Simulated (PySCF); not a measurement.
## C₆ coefficients of unlike pairs at PBE

Calculated with PySCF 2.14 from the dipole response of each species, C₆(A,B) = (3/π) ∫ α_A(iu) α_B(iu) du, in atomic units, from isotropic polarisabilities. For ions this is the dispersion term alone; charge-induced terms of lower order in 1/R come first.

```csv
species,configuration,basis,relativity,α (bohr³),C₆ (like pair)
O,[He] 2s2 2p4 (3P),aug-cc-pCVQZ-DK (9s8p6d4f2g),spin-free X2C,5.775,17.69
Sb⁺,[Kr] 4d10 5s2 5p2 (3P),"aug-cc-pVTZ-PP with one added diffuse shell each of d, f type with ECP28MDF (6s5p5d3f)",core potential,25.41,203.1
B⁺,[He] 2s2 (1S),aug-cc-pCVTZ-DK (7s6p4d2f),spin-free X2C,10.62,28.74
Co³⁺,[Ar] 3d6 (5D),aug-cc-pVTZ-DK (8s7p5d3f2g),spin-free X2C,1.901,4.595
```

Problem. Estimate C₆ for Co³⁺ with B⁺.

Solution. The integral gives 8.636. The combination rule 2 C_A C_B / (C_A α_B/α_A + C_B α_A/α_B) gives 8.571 and the geometric mean 11.49.

No spin-orbit coupling is included.

The other pairs:

```
     pair     C₆
    B⁺, O  21.05
Co³⁺, Sb⁺  24.90
  Co³⁺, O  8.302
   Sb⁺, O  58.06
  B⁺, Sb⁺  75.87
```
